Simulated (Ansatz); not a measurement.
GeH₃S, SMILES `[S][GeH3]` radical at its PBE0-D4/def2-TZVP geometry, where that method's forces vanish. Total charge 0; spin multiplicity 2.

```xyz
5

S    -0.1935   -1.6895   -1.1656
Ge    0.0149    0.1078    0.1035
H     1.3482    0.0822    0.8656
H    -0.0089    1.2819   -0.8894
H    -1.1607    0.2176    1.0859
```

Problem. What forces (eV/Å) does ωB97M-V/def2-TZVPP give on these atoms in Ansatz? (An estimate is asked.)

Solution. Ansatz gave: 
```
S1  -0.002 -0.026 -0.009
Ge2  0.015  0.151  0.077
H3  -0.114 -0.008 -0.065
H4   0.002 -0.098  0.082
H5   0.099 -0.019 -0.084
```
